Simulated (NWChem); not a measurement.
System: MnO, sextet; SMILES [O]=[Mn]

Here is an NWChem input.

```
start job
memory heap 200 mb stack 900 mb global 1100 mb
geometry units angstroms noautoz
  Mn     0.000000     0.000000    -0.389604
  O      0.000000     0.000000     1.217066
end
basis spherical
  * library cc-pvtz
end
dft
  odft
  mult 6
  xc hfexch
  iterations 150
  mulliken
end
task dft gradient
```

Output (shortened):

```
             Northwest Computational Chemistry Package (NWChem) 7.3.0
             --------------------------------------------------------

 ORDER OF PRIMARY AXIS IS BEING SET TO 4
 C4V symmetry detected

                             Geometry "geometry" -> ""
                             -------------------------

 Output coordinates in angstroms (scale by  1.889725989 to convert to a.u.)

  No.       Tag          Charge          X              Y              Z
 ---- ---------------- ---------- -------------- -------------- --------------
    1 Mn                  25.0000     0.00000000     0.00000000    -0.38949576
    2 O                    8.0000     0.00000000     0.00000000     1.21717424

 Effective nuclear repulsion energy (a.u.)      65.8725499324

      Symmetry information
      --------------------

 Group name             C4v
 Group number             18
 Group order               8
 No. of unique centers     2

  xc_inp: hfexch multiplicative factor not found.

                                 NWChem DFT Module
                                 -----------------

 Summary of "ao basis" -> "ao basis" (spherical)
 ------------------------------------------------------------------------------
       Tag                 Description            Shells   Functions and Types
 ---------------- ------------------------------  ------  ---------------------
 Mn                         cc-pvtz                 20       68   7s6p4d2f1g
 O                          cc-pvtz                 10       30   4s3p2d1f

      Symmetry analysis of basis
      --------------------------

        a1         31
        a2          1
        b1         10
        b2         10
        e          46

            General Information
            -------------------
          SCF calculation type: DFT
          Wavefunction type:  spin polarized.
          No. of atoms     :     2
          No. of electrons :    33
           Alpha electrons :    19
            Beta electrons :    14
          Charge           :     0
          Spin multiplicity:     6
          Use of symmetry is: on ; symmetry adaption is: on
          Maximum number of iterations: 150
          AO basis - number of functions:    98
                     number of shells:    30
          Convergence on energy requested:  1.00D-06
          Convergence on density requested:  1.00D-05
          Convergence on gradient requested:  5.00D-04

              XC Information
              --------------
                     Hartree-Fock (Exact) Exchange  1.000

      Superposition of Atomic Density Guess
      -------------------------------------

 Sum of atomic energies:       -1224.42939931

      Non-variational initial energy
      ------------------------------

 Total energy =   -1223.509279
 1-e energy   =   -1818.759086
 2-e energy   =     529.377257
 HOMO         =      -0.182081
 LUMO         =      -0.144782

   Symmetry analysis of molecular orbitals - initial alpha
   -------------------------------------------------------

 !! scf_movecs_sym_adapt:   20 vectors were symmetry contaminated

  Symmetry fudging

 !! scf_movecs_sym_adapt:   14 vectors were symmetry contaminated

  Numbering of irreducible representations:

     1 a1          2 a2          3 b1          4 b2          5 e

  Orbital symmetries:

     1 a1          2 a1          3 a1          4 e           5 e
     6 a1          7 a1          8 a1          9 e          10 e
    11 a1         12 a1         13 e          14 e          15 a1
    16 b1         17 b2         18 e          19 e          20 a1
    21 e          22 e          23 a1         24 a1         25 e
    26 e          27 b1         28 b2         29 a1

   Symmetry analysis of molecular orbitals - initial beta
   ------------------------------------------------------

 !! scf_movecs_sym_adapt:   20 vectors were symmetry contaminated

  Symmetry fudging

 !! scf_movecs_sym_adapt:   14 vectors were symmetry contaminated

  Numbering of irreducible representations:

     1 a1          2 a2          3 b1          4 b2          5 e

  Orbital symmetries:

     1 a1          2 a1          3 a1          4 e           5 e
     6 a1          7 a1          8 a1          9 e          10 e
    11 a1         12 a1         13 e          14 e          15 a1
    16 b1         17 b2         18 e          19 e          20 a1
    21 e          22 e          23 a1         24 a1         25 e
    26 e          27 b1         28 b2         29 a1

     ---------------------------------------------
      Total Density - Mulliken Population Analysis
     ---------------------------------------------

    Atom       Charge   Shell Charges
 -----------   ------   -------------------------------------------------------
    1 Mn  25    23.75   2.00  2.00  2.00  0.60  0.04  0.01  0.17  6.00  5.99 -0.01  0.09  0.01  0.04  4.71 -0.04 -0.00  0.14  0.00  0.02  0.00
    2 O    8     9.25   1.95  1.09  0.26  0.63  1.44  2.45  1.42  0.00  0.02  0.00

     --------------------------------------------
      Spin Density - Mulliken Population Analysis
     --------------------------------------------

    Atom       Charge   Shell Charges
 -----------   ------   -------------------------------------------------------
    1 Mn  25     4.77   0.00  0.00  0.00  0.53  0.01  0.00  0.16 -0.00 -0.00  0.05 -0.03  0.00  0.02  3.97 -0.05 -0.01  0.11  0.00  0.00 -0.00
    2 O    8     0.23  -0.00  0.01  0.00 -0.01  0.07  0.09  0.06  0.00  0.01  0.00

 !! scf_movecs_sym_adapt:   20 vectors were symmetry contaminated

  Symmetry fudging

 !! scf_movecs_sym_adapt:   20 vectors were symmetry contaminated

 !! scf_movecs_sym_adapt:   20 vectors were symmetry contaminated

  Symmetry fudging

 !! scf_movecs_sym_adapt:   16 vectors were symmetry contaminated

   convergence    iter        energy       DeltaE   RMS-Dens  Diis-err
 ---------------- ----- ----------------- --------- --------- ---------
 d= 0,ls=0.0,diis     1  -1224.3145999184 -1.29D+03  1.83D-02  1.19D+00
                                                     1.82D-02  5.40D-01

 !! scf_movecs_sym_adapt:   20 vectors were symmetry contaminated

  Symmetry fudging

 !! scf_movecs_sym_adapt:   20 vectors were symmetry contaminated

 !! scf_movecs_sym_adapt:   18 vectors were symmetry contaminated

  Symmetry fudging

 !! scf_movecs_sym_adapt:   14 vectors were symmetry contaminated

 d= 0,ls=0.0,diis     2  -1223.5053660588  8.09D-01  1.36D-02  3.76D+00
                                                     1.52D-02  4.06D+00

 !! scf_movecs_sym_adapt:   20 vectors were symmetry contaminated

  Symmetry fudging

 !! scf_movecs_sym_adapt:   12 vectors were symmetry contaminated

 !! scf_movecs_sym_adapt:   12 vectors were symmetry contaminated

  Symmetry fudging

 !! scf_movecs_sym_adapt:    8 vectors were symmetry contaminated

 d= 0,ls=0.0,diis     3  -1224.6244870241 -1.12D+00  2.69D-03  1.03D-02
                                                     2.70D-03  1.41D-02

 !! scf_movecs_sym_adapt:   20 vectors were symmetry contaminated

  Symmetry fudging

 !! scf_movecs_sym_adapt:   12 vectors were symmetry contaminated

 !! scf_movecs_sym_adapt:   10 vectors were symmetry contaminated

  Symmetry fudging

 !! scf_movecs_sym_adapt:    8 vectors were symmetry contaminated

 d= 0,ls=0.0,diis     4  -1224.6438079995 -1.93D-02  8.87D-04  3.58D-03
                                                     6.47D-04  6.25D-03

 !! scf_movecs_sym_adapt:   16 vectors were symmetry contaminated

  Symmetry fudging

 !! scf_movecs_sym_adapt:   10 vectors were symmetry contaminated

 !! scf_movecs_sym_adapt:   14 vectors were symmetry contaminated

  Symmetry fudging

 !! scf_movecs_sym_adapt:    8 vectors were symmetry contaminated

 d= 0,ls=0.0,diis     5  -1224.6524234354 -8.62D-03  1.05D-03  3.98D-03
                                                     8.46D-04  3.22D-03

 !! scf_movecs_sym_adapt:   18 vectors were symmetry contaminated

  Symmetry fudging

 !! scf_movecs_sym_adapt:   10 vectors were symmetry contaminated

 !! scf_movecs_sym_adapt:   14 vectors were symmetry contaminated

  Symmetry fudging

 !! scf_movecs_sym_adapt:   10 vectors were symmetry contaminated

  Resetting Diis
 d= 0,ls=0.0,diis     6  -1224.6608743624 -8.45D-03  1.77D-03  3.36D-03
                                                     1.02D-03  3.70D-03

 !! scf_movecs_sym_adapt:   20 vectors were symmetry contaminated

  Symmetry fudging

 !! scf_movecs_sym_adapt:   10 vectors were symmetry contaminated

 !! scf_movecs_sym_adapt:   14 vectors were symmetry contaminated

  Symmetry fudging

 !! scf_movecs_sym_adapt:   12 vectors were symmetry contaminated

 d= 0,ls=0.0,diis     7  -1224.6754517541 -1.46D-02  9.47D-04  3.03D-03
                                                     7.42D-04  3.15D-03

 !! scf_movecs_sym_adapt:   18 vectors were symmetry contaminated

  Symmetry fudging

 !! scf_movecs_sym_adapt:   12 vectors were symmetry contaminated

 !! scf_movecs_sym_adapt:   14 vectors were symmetry contaminated

  Symmetry fudging

 !! scf_movecs_sym_adapt:   12 vectors were symmetry contaminated

 d= 0,ls=0.0,diis     8  -1224.6816012312 -6.15D-03  7.83D-04  3.45D-03
                                                     2.95D-04  7.72D-04

 !! scf_movecs_sym_adapt:   20 vectors were symmetry contaminated

  Symmetry fudging

 !! scf_movecs_sym_adapt:   16 vectors were symmetry contaminated

 !! scf_movecs_sym_adapt:   16 vectors were symmetry contaminated

  Symmetry fudging

 !! scf_movecs_sym_adapt:   10 vectors were symmetry contaminated

[...]

                         DFT ENERGY GRADIENTS

    atom               coordinates                        gradient
                 x          y          z           x          y          z
   1 Mn      0.000000   0.000000  -0.736040    0.000000   0.000000   0.138542
   2 O       0.000000   0.000000   2.300126    0.000000   0.000000  -0.138542
```

Level: UHF/cc-pVTZ. Coordinates come from a PBE0/def2-SVP, spin-unrestricted optimisation. No stability test was run on the SCF state.
